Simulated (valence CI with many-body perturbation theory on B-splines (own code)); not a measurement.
**E1 line list for Ce LII**

Method: configuration interaction combined with many-body perturbation theory (CI+MBPT): five valence electrons over a frozen Dirac-Fock core [He], a basis of 9 s, 9 p, 8 d, 6 f, 3 g, 1 h functions for each j, with the one-electron correlation potential Σ1 (screened to all orders), the two-electron term Σ2, the three-electron term Σ3, Breit, model QED; selected single and double excitations, second order for the rest (own B-spline code, finite nucleus).

No measured spectrum was set against this ion. As an estimate, large intervals hold to a few tenths of a per cent, small ones and those within an open d or f shell to about a per cent. Among the levels kept, up to 1200 cm⁻¹ of a level comes from second order outside the variational space, and about a tenth of that is noise between levels of different J, which matters for small intervals.

Lines 101 to 150 of 251 in falling wavelength, among levels below 6342.0 eV, chosen from the strongest by gf and those to the six lowest levels. Wavelengths and rates use the calculated energies. Electric multipoles are in the length gauge, E1 and E2 with the static RPA response of the core. Weak lines are less certain than strong ones. Lines between different terms over intervals too small for the method are left out, as are lines whose strength nearly cancels. Where a level lies close to another of its J and parity, the split of strength between their lines is uncertain. The highest levels of a list are the least certain.

Levels are named by their leading jj configuration (3d3/2^4 stands for four electrons in 3d with j = 3/2), which in mixed levels can hold well under half, so a name can repeat and another be missing. Letters in brackets count levels of one name in rising energy.

```
λ vac (nm)                               Upper                       Lower   A (s⁻¹)  S (a.u.) with core polarisation  S without
     1.671        (2s 2p1/2 2p3/2^3) J=3/2 [b]  (2s^2 2p1/2 2p3/2^2) J=1/2  6.73e+11                         6.20e-03   6.21e-03
     1.668  (2s 2p1/2^2 2p3/2 3p3/2) J=3/2 [b]  (2s^2 2p1/2^2 3p3/2) J=3/2  1.43e+12                         1.31e-02   1.31e-02
     1.664         (2s 2p1/2^2 2p3/2 3s) J=1/2     (2s^2 2p1/2^2 3s) J=1/2  1.20e+12                         5.46e-03   5.46e-03
     1.663            (2s 2p1/2 2p3/2^3) J=5/2  (2s^2 2p1/2 2p3/2^2) J=3/2  6.23e+10                         8.48e-04   8.49e-04
     1.663     (2s 2p1/2^2 2p3/2 3s) J=3/2 [b]     (2s^2 2p1/2^2 3s) J=1/2  1.36e+12                         1.23e-02   1.23e-02
     1.662             (2p1/2^2 2p3/2^3) J=3/2  (2s 2p1/2^2 2p3/2^2) J=3/2  2.21e+12                         2.00e-02   2.00e-02
     1.660  (2s 2p1/2^2 2p3/2 3p3/2) J=1/2 [b]  (2s^2 2p1/2^2 3p3/2) J=3/2  1.43e+12                         6.47e-03   6.48e-03
     1.659                  (2s 2p3/2^4) J=1/2        (2s^2 2p3/2^3) J=3/2  2.66e+12                         1.20e-02   1.20e-02
     1.659             (2p1/2^2 2p3/2^3) J=3/2  (2s 2p1/2^2 2p3/2^2) J=1/2  4.80e+11                         4.32e-03   4.33e-03
     1.657               (2p1/2 2p3/2^4) J=1/2    (2s 2p1/2 2p3/2^3) J=1/2  1.39e+12                         6.25e-03   6.26e-03
     1.620          (2s 2p1/2^2 2p3/2^2) J=1/2  (2s^2 2p1/2^2 2p3/2) J=3/2  1.36e+12                         5.72e-03   5.73e-03
     1.616          (2s 2p1/2^2 2p3/2^2) J=3/2  (2s^2 2p1/2^2 2p3/2) J=3/2  2.39e+12                         2.00e-02   2.00e-02
     1.595        (2s 2p1/2 2p3/2^3) J=3/2 [b]  (2s^2 2p1/2 2p3/2^2) J=5/2  2.35e+12                         1.89e-02   1.89e-02
     1.574            (2s 2p1/2 2p3/2^3) J=1/2  (2s^2 2p1/2 2p3/2^2) J=3/2  2.26e+12                         8.69e-03   8.71e-03
     1.553        (2s 2p1/2 2p3/2^3) J=3/2 [b]  (2s^2 2p1/2 2p3/2^2) J=3/2  6.99e+10                         5.18e-04   5.18e-04
     1.506             (2p1/2^2 2p3/2^3) J=3/2  (2s 2p1/2^2 2p3/2^2) J=5/2  6.83e+11                         4.60e-03   4.61e-03
     1.069        (2s 2p1/2 2p3/2^3) J=3/2 [a]  (2s^2 2p1/2^2 2p3/2) J=3/2  1.31e+10                         3.17e-05   3.17e-05
     1.003            (2s 2p1/2 2p3/2^3) J=1/2  (2s^2 2p1/2^2 2p3/2) J=3/2  3.96e+10                         3.94e-05   3.95e-05
    0.9943        (2s 2p1/2 2p3/2^3) J=3/2 [b]  (2s^2 2p1/2^2 2p3/2) J=3/2  2.64e+10                         5.12e-05   5.13e-05
    0.9893                  (2s 2p3/2^4) J=1/2  (2s^2 2p1/2 2p3/2^2) J=3/2  5.73e+10                         5.47e-05   5.48e-05
    0.2678          (2s^2 2p1/2^2 3p1/2) J=1/2  (2s 2p1/2^2 2p3/2^2) J=1/2  1.03e+11                         1.95e-06   1.95e-06
    0.2555          (2s^2 2p1/2^2 3p3/2) J=3/2  (2s 2p1/2^2 2p3/2^2) J=5/2  1.25e+11                         4.13e-06   4.12e-06
    0.2428          (2s^2 2p1/2^2 3d3/2) J=3/2  (2s^2 2p1/2 2p3/2^2) J=1/2  7.79e+10                         2.20e-06   2.20e-06
    0.2416  (2s^2 2p1/2 2p3/2 3p1/2) J=3/2 [b]  (2s 2p1/2^2 2p3/2^2) J=1/2  3.03e+11                         8.45e-06   8.43e-06
    0.2402          (2s^2 2p1/2^2 3d3/2) J=3/2  (2s^2 2p1/2 2p3/2^2) J=3/2  2.00e+11                         5.46e-06   5.46e-06
    0.2394      (2s^2 2p1/2 2p3/2 3p1/2) J=5/2  (2s 2p1/2^2 2p3/2^2) J=5/2  9.66e+10                         3.92e-06   3.92e-06
    0.2381  (2s^2 2p1/2 2p3/2 3p1/2) J=3/2 [b]  (2s 2p1/2^2 2p3/2^2) J=5/2  3.74e+11                         9.98e-06   9.96e-06
    0.2372  (2s^2 2p1/2 2p3/2 3p3/2) J=1/2 [a]  (2s 2p1/2^2 2p3/2^2) J=1/2  2.98e+11                         3.92e-06   3.91e-06
    0.2369  (2s^2 2p1/2 2p3/2 3p3/2) J=3/2 [a]  (2s 2p1/2^2 2p3/2^2) J=1/2  2.02e+12                         5.29e-05   5.28e-05
    0.2369     (2s 2p1/2^2 2p3/2 3s) J=3/2 [a]  (2s 2p1/2^2 2p3/2^2) J=1/2  1.23e+13                         3.21e-04   3.21e-04
    0.2357  (2s^2 2p1/2 2p3/2 3p3/2) J=3/2 [b]  (2s 2p1/2^2 2p3/2^2) J=1/2  8.26e+12                         2.14e-04   2.13e-04
    0.2352  (2s^2 2p1/2 2p3/2 3p3/2) J=1/2 [b]  (2s 2p1/2^2 2p3/2^2) J=1/2  7.32e+12                         9.40e-05   9.39e-05
    0.2351     (2s^2 2p1/2 2p3/2 3s) J=3/2 [a]  (2s^2 2p1/2 2p3/2^2) J=1/2  2.84e+11                         7.29e-06   7.28e-06
    0.2347         (2s^2 2p1/2 2p3/2 3s) J=1/2  (2s^2 2p1/2 2p3/2^2) J=1/2  2.49e+13                         3.17e-04   3.17e-04
    0.2346         (2s 2p1/2^2 2p3/2 3s) J=5/2  (2s 2p1/2^2 2p3/2^2) J=5/2  1.68e+13                         6.42e-04   6.41e-04
    0.2341     (2s^2 2p1/2 2p3/2 3s) J=3/2 [b]  (2s^2 2p1/2 2p3/2^2) J=1/2  2.47e+13                         6.26e-04   6.25e-04
    0.2339         (2s 2p1/2^2 2p3/2 3s) J=1/2  (2s 2p1/2^2 2p3/2^2) J=3/2  4.50e+13                         5.69e-04   5.67e-04
    0.2339     (2s 2p1/2^2 2p3/2 3s) J=3/2 [b]  (2s 2p1/2^2 2p3/2^2) J=3/2  2.78e+13                         7.02e-04   7.01e-04
    0.2338         (2s 2p1/2^2 2p3/2 3s) J=1/2  (2s 2p1/2^2 2p3/2^2) J=1/2  2.06e+13                         2.60e-04   2.60e-04
    0.2338     (2s 2p1/2^2 2p3/2 3s) J=3/2 [b]  (2s 2p1/2^2 2p3/2^2) J=1/2  3.22e+11                         8.12e-06   8.11e-06
    0.2335     (2s^2 2p1/2 2p3/2 3s) J=3/2 [a]  (2s^2 2p1/2 2p3/2^2) J=5/2  7.10e+12                         1.79e-04   1.78e-04
    0.2335  (2s^2 2p1/2 2p3/2 3p3/2) J=3/2 [a]  (2s 2p1/2^2 2p3/2^2) J=5/2  4.53e+12                         1.14e-04   1.14e-04
    0.2335     (2s 2p1/2^2 2p3/2 3s) J=3/2 [a]  (2s 2p1/2^2 2p3/2^2) J=5/2  3.44e+13                         8.64e-04   8.62e-04
    0.2334  (2s^2 2p1/2 2p3/2 3p3/2) J=5/2 [a]  (2s 2p1/2^2 2p3/2^2) J=5/2  1.46e+13                         5.50e-04   5.49e-04
    0.2330             (2s^2 2p3/2^2 3s) J=3/2        (2s^2 2p3/2^3) J=3/2  7.71e+13                         1.92e-03   1.92e-03
    0.2329             (2s^2 2p1/2^2 3s) J=1/2  (2s^2 2p1/2^2 2p3/2) J=3/2  6.78e+13                         8.46e-04   8.45e-04
    0.2328         (2s^2 2p1/2 2p3/2 3s) J=5/2  (2s^2 2p1/2 2p3/2^2) J=5/2  3.29e+13                         1.23e-03   1.22e-03
    0.2326     (2s^2 2p1/2 2p3/2 3s) J=3/2 [a]  (2s^2 2p1/2 2p3/2^2) J=3/2  2.88e+13                         7.16e-04   7.14e-04
    0.2325     (2s^2 2p1/2 2p3/2 3s) J=3/2 [b]  (2s^2 2p1/2 2p3/2^2) J=5/2  5.00e+13                         1.24e-03   1.24e-03
    0.2324  (2s^2 2p1/2 2p3/2 3p3/2) J=3/2 [b]  (2s 2p1/2^2 2p3/2^2) J=5/2  1.42e+13                         3.51e-04   3.50e-04
```
